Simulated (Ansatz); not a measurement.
This geometry of CH$_{4}$BNO (8 atoms, charge 0, multiplicity 1) is a first-order saddle point.

The calculation used Ansatz 0.2.0, RKS B3LYP/def2-SVP.

```xyz
8
Properties=species:S:1:pos:R:3
N -0.518 1.599 0.626
C -0.292 0.639 -0.193
B 0.111 -0.783 0.376
O 0.485 -1.782 -0.467
H -0.740 2.470 0.121
H -0.346 0.782 -1.296
H 0.032 -0.987 1.569
H 1.360 -1.995 -0.793
```

(1) Which two structures does it join? (They come from a converged band through this point; their orientation in space is the band's.)

(2) How far does it lie above each of them?

Results:

(1) No bond is made or broken. The dihedral N1–C2–B3–O4 goes from 1 to -180°.

Initial state:

```xyz
8
Properties=species:S:1:pos:R:3
N -0.939 0.718 -0.634
C 0.090 0.720 0.129
B 0.697 -0.730 0.430
O 0.065 -1.753 -0.163
H -1.312 1.660 -0.811
H 0.515 1.653 0.544
H 1.653 -0.946 1.133
H -0.678 -1.379 -0.683
```

Final state:

```xyz
8
Properties=species:S:1:pos:R:3
N 0.117 1.787 0.303
C -0.324 0.687 -0.186
B 0.378 -0.671 0.201
O -0.121 -1.805 -0.341
H -0.436 2.587 -0.037
H -1.193 0.656 -0.880
H 1.324 -0.696 0.953
H 0.347 -2.604 -0.068
```

(2) 76.5 kJ/mol above the first and 62.2 kJ/mol above the second. This is the barrier of this one path; another mechanism may lie lower.

Run time: 8 min on 1 thread of Arm Neoverse N1 (shared host), peak memory 0.14 GiB.
